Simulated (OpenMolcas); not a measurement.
# Zn: effect of the IPEA shift

- Program: OpenMolcas
- Basis: ANO-RCC-VDZP [5s4p2d1f]
- Scalar Hamiltonian: DKH2, point nucleus
- Active space: 2 electrons in 4 orbitals (4s 4p)
- State averaging: 2S+1 = 3 even, 3 roots; 2S+1 = 1 even, 1 root; 2S+1 = 3 odd, 3 roots; 2S+1 = 1 odd, 3 roots
- Spin-orbit coupling: RASSI with atomic mean-field integrals over the reference wave functions, term energies averaged over their components

Methods on the same reference wave functions:
A. CASSCF
B. SS-CASPT2, IPEA 0.25 Eh, imaginary shift 0.1 Eh (closed shells correlated: 3d)
C. SS-CASPT2, IPEA 0.5 Eh, imaginary shift 0.1 Eh (closed shells correlated: 3d)

Energies in cm-1 above 4s2 1S0, the measured ground level; measured values from NIST Handbook of Basic Atomic Spectroscopic Data.

```csv
Level,A,B,C,Measured
4s2 1S0,0.0,0.0,0.0,0.0
4s 4p 3P* 0,28657,30880,30910,32311
4s 4p 3P* 1,28813,31036,31066,32501
4s 4p 3P* 2,29127,31351,31380,32890
4s 4p 1P* 1,52942,52858,52984,46745
```

Deviations, from unrounded energies. A percentage is the sum of absolute deviations over the sum of measured energies, with the sign that they share, or ± where signs differ.

| Against measurement | Levels | A | B | C |
| --- | --- | --- | --- | --- |
| mean absolute deviation (cm-1) | 4 | 4300 | 2600 | 2600 |
| other configurations (%) | 4 | ±12.0 | ±7.3 | ±7.3 |

B, C lie about equally close to measurement and A furthest from it. The largest miss of B in the table is 4s 4p 1P* 1, by +6100 cm-1. The ranking rests on the paired levels alone, and a cruder setting can come out closer through cancelling errors.

Between B and C the level of the table that moves most is 4s 4p 1P* 1, by 130 cm-1 (lowest in B, highest in C).

The lowest spin-free term lies below A's lowest term by 0.406 hartree in B, 0.405 hartree in C.

Without dynamic correlation excited terms often stand tens of per cent too high (terms of higher spin than the ground term too low), and those without a measured partner can miss by more than the paired ones (holds for A). Computed and measured levels are paired by configuration, term and J; levels that our copy of the source lacks, or whose pairing is in doubt (as where it misses far off the trend of its configuration), stay unpaired and out of the deviations. Levels of configurations outside the active space are missing. Levels that lie high or do not pair safely by name in every column are left out.

* marks odd parity.
